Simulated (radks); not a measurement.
Results of a calculation; reference values are marked as such.
Coulomb parameter of the 4f shell of the thulium ion Tm3+ in the model configuration [Xe] 4f10.5 6s1.5, as a second difference U = [E(n + 0.25) + E(n - 0.25) - 2 E(n)] / (0.25)^2 with all orbitals relaxed. "Bare": the charge of the atom changes with n. "Screened": the 6s shell takes up the change at fixed total charge, which measures U(4f,4f) + U(6s,6s) - 2 U(4f,6s). Level of theory: Dirac Kohn-Sham, PBEsol, spin-unpolarised, spherical densities, point nucleus; open shells are shared between the two j in proportion to 2j + 1 (a radial shooting solver on a logarithmic mesh with Libxc functionals).

\begin{tabular}{lrr}
case & configuration & E - E(n) (eV) \\ \hline
start & [Xe] 4f10.5 6s1.5 & 0.000 \\
bare +0.25 & [Xe] 4f10.75 6s1.5 & -12.413 \\
bare -0.25 & [Xe] 4f10.25 6s1.5 & 13.778 \\
screened +0.25 & [Xe] 4f10.75 6s1.25 & -5.886 \\
screened -0.25 & [Xe] 4f10.25 6s1.75 & 6.480 \\
\end{tabular}

U(bare) = 21.839 eV, U(screened by 6s) = 9.510 eV.
